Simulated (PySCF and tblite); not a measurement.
Results of a calculation; reference values are marked as such.
C5H8O2, numbered as in [O:1]=[C:2]1[CH2:3][CH2:4][CH2:5][CH2:6][O:7]1.

Geometries GFN2-xTB; weights from PBE0-D3(BJ)/def2-SVP (IEF-PCM, chloroform) energies and GFN2-xTB thermal corrections, with symmetry numbers and mirror pairs. Conformers within 2.5 kcal/mol (GFN2-xTB free energy) were kept, 6 at most. GIAO shieldings: mPW1PW91/pcSseg-1 (IEF-PCM, chloroform). Shifts are against TMS (¹H), TMS (¹³C) at the same level. (PySCF 2.14, tblite 0.8.)

Problem. What shifts does this protocol give at 298.15 K under fast conformational exchange?

Solution. ¹H: 4.57 (H6, 2H), 2.61 (H3, 2H), 1.86 (H4, 2H), 1.73 (H5, 2H) ppm. ¹³C: 177.1 (C2), 72.4 (C6), 34.9 (C3), 27.1 (C5), 24.3 (C4) ppm.

Problem. How do the conformers differ?

Solution. The 6-ring runs over atoms 2–3–4–5–6–7. Of a mirror pair one member is shown.
```json
{"conformer": "1", "shape": "6-ring half-chair (ring torsions 44, -62, 54, -28, 9, -18°)", "weight %": "87.2"}
{"conformer": "2", "shape": "6-ring between boat and twist-boat (ring torsions 35, 17, -61, 50, 6, -50°)", "weight %": "12.8"}
```

```json
{"signal": "H3", "1": "2.63", "2": "2.52", "average": "2.61"}
{"signal": "H4", "1": "1.84", "2": "2.02", "average": "1.86"}
{"signal": "H5", "1": "1.73", "2": "1.78", "average": "1.73"}
{"signal": "H6", "1": "4.60", "2": "4.39", "average": "4.57"}
{"signal": "C2", "1": "176.5", "2": "181.2", "average": "177.1"}
{"signal": "C3", "1": "35.3", "2": "32.4", "average": "34.9"}
{"signal": "C4", "1": "24.9", "2": "20.3", "average": "24.3"}
{"signal": "C5", "1": "27.3", "2": "26.2", "average": "27.1"}
{"signal": "C6", "1": "72.9", "2": "68.9", "average": "72.4"}
```

Problem. Which signal moves most, for its nucleus, between 250 and 350 K through the change of populations alone?

Solution. C2: 176.9 ppm at 250 K, 177.1 ppm at 298.15 K, 177.2 ppm at 350 K.

Shifts are unscaled: against experiment ¹³C can be off by 15 ppm or more and ¹H by 0.8 ppm.


Conformer gaps in def2-SVP on xTB geometries can be 2 kcal/mol too large for S=O, P=O and other polar bonds.